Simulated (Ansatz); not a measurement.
`C[O][GaH][SH]` + H₂ → `[SH][GaH2]` + CH₃OH at 700 K and 1 bar (hydrogenolysis of a Ga–O bond).

Isolated molecules relaxed with PBE0-D4/def2-TZVP in Ansatz; ΔE leaves out vibrations. CBS: MP2 limit from def2 TZ/QZ plus the TZ coupled-cluster correction, frozen cores. This one scheme is used for every species. For Ga outer-core shells are correlated without core-valence functions, which leaves a few kJ/mol of doubt a bond. Scalar relativity is left out up to krypton. Each species was taken in one conformer, which may not be the lowest.

```json
{"species": "`C[O][GaH][SH]`", "CCSD(T)/CBS energy (Eh)": "-2437.99512", "H − E (kJ/mol)": "223.3", "S (J/(mol·K))": "456.0"}
{"species": "H₂", "CCSD(T)/CBS energy (Eh)": "-1.17544", "H − E (kJ/mol)": "46.8", "S (J/(mol·K))": "155.3"}
{"species": "`[SH][GaH2]`", "CCSD(T)/CBS energy (Eh)": "-2323.53734", "H − E (kJ/mol)": "103.2", "S (J/(mol·K))": "340.5"}
{"species": "CH₃OH", "CCSD(T)/CBS energy (Eh)": "-115.61712", "H − E (kJ/mol)": "170.8", "S (J/(mol·K))": "288.5"}
```

H − E and S are ideal-gas, rigid-rotor, harmonic terms from PBE0-D4/def2-TZVP, for one conformer and one mirror image of each species. The MP2-based limit puts H₂ 0.8 mEh under its directly extrapolated value; such offsets cancel only in part. 1 Eh = 2625.50 kJ/mol, R = 8.31446 J/(mol·K).

**Question.** By hand: ΔE, ΔH, ΔS and ΔG.

**Answer.** ΔE = (-2323.53734) + (-115.61712) − (-2437.99512) − (-1.17544) = 0.01610 Eh = 42.3 kJ/mol. Δ(H − E) = 103.2 + 170.8 − 223.3 − 46.8 = 3.9, so ΔH = 46.2 kJ/mol. ΔS = 340.5 + 288.5 − 456.0 − 155.3 = 17.7 J/(mol·K). ΔG = 46.2 − 700 × (17.7)/1000 = 33.8 kJ/mol.

**Question.** By hand: the equilibrium constant, and the temperature at which ΔG would vanish if ΔH and ΔS stayed fixed.

**Answer.** log₁₀ K = −ΔG/(RT ln 10) = -2.5. ΔG = 0 at ΔH/ΔS = 2610 K, far beyond where these terms or the molecules hold.

ΔH outweighs TΔS. A doubt of 5 kJ/mol in ΔE shifts log₁₀ K by 0.4 here. Other conformers and mirror images would add mixing entropy, several J/(mol·K) or more a flexible species. These are equilibria of isolated gas molecules and say nothing of rates. Largest T1 diagnostic: 0.014 (customary marks: 0.02 for closed shells, 0.045 for open ones).
